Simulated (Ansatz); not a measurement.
Cost and result for the atomization energy of ClFH$_{2}$OSiTe (`O[Si](F)(Cl)[TeH]`) (7 atoms, 6 bonds).

Total charge 0; spin multiplicity 1. Correlated methods include outer-core shells of Te, which these sets cover unevenly. Te: def2 effective core potential. The geometry is a stationary point of PBE0-D4/def2-TZVP. It is one conformer, not always the lowest. Program: Ansatz. All runs use 4 threads of a server CPU on a shared host. Times are those of one run each, without the atoms' runs, and a repeat can differ threefold. Electronic energies, without spin–orbit coupling; frozen cores. CCSD(T)/CBS adds CCSD(T) − MP2 in def2-TZVPP to the MP2 limit, and its time is that of the two runs behind it. T1 = 0.011. With those shells the extrapolation isn't a true limit. B3LYP takes the VWN-RPA correlation (the form of Gaussian; ORCA's B3LYP/G).

CCSD(T)/CBS is a level of theory with its own doubt, some kJ/mol a heavy atom from the limit and from the frozen cores, so smaller differences don't rank the functionals.

```
                            level  functions  wall time  atomization (kJ/mol)  difference from CCSD(T)/CBS  per bond
           LDA (SPW92)/def2-TZVPP        224      2.2 s                2851.7                        372.7      62.1
             revPBE-D4/def2-TZVPP        224      3.3 s                2410.4                        -68.6     -11.4
               BLYP-D4/def2-TZVPP        224      3.5 s                2429.6                        -49.4      -8.2
  PBE-D4/def2-TZVPP (with forces)        224      4.2 s                2488.5                          9.5       1.6
              BHLYP-D4/def2-TZVPP        224        6 s                2332.2                       -146.8     -24.5
                 CCSD(T)/def2-SVP        100      7.5 s                2187.5                       -291.5     -48.6
B3LYP-D4/def2-TZVPP (with forces)        224      8.5 s                2419.3                        -59.7      -9.9
              PBE-QIDH/def2-TZVPP        224        9 s                2418.9                        -60.1     -10.0
                B2PLYP/def2-TZVPP        224      9.5 s                2402.7                        -76.3     -12.7
 ωB97M-V/def2-TZVPP (with forces)        224       17 s                2449.0                        -30.0      -5.0
                   MP2/def2-QZVPP        396       22 s                2530.8                         51.8       8.6
               CCSD(T)/def2-TZVPP        224    2.6 min                2374.3                       -104.7     -17.4
                CCSD(T)/CBS(def2)          –      3 min                2479.0                          0.0       0.0
```

In def2-TZVPP, CCSD(T) changes the Hartree–Fock value by +671.9 kJ/mol (the triples alone add +51.4 kJ/mol) and MP2 by +765.4 kJ/mol; breaking electron pairs costs correlation energy, which Hartree–Fock lacks. The D4 term adds +39.0 kJ/mol with B3LYP and +20.3 kJ/mol with PBE0; it sums over pairs of atoms, weighted by their polarisabilities, and B3LYP, whose exchange is more repulsive, gets the larger term. From BLYP to BHLYP (50 % exact exchange), in def2-TZVPP and without D4, the atomization energy moves by −81.5 kJ/mol: exact exchange takes away binding that semilocal exchange gives to molecules.

Spin–orbit coupling would lower the free Te atoms strongly, and the atomization energy with them, by more than many differences here.
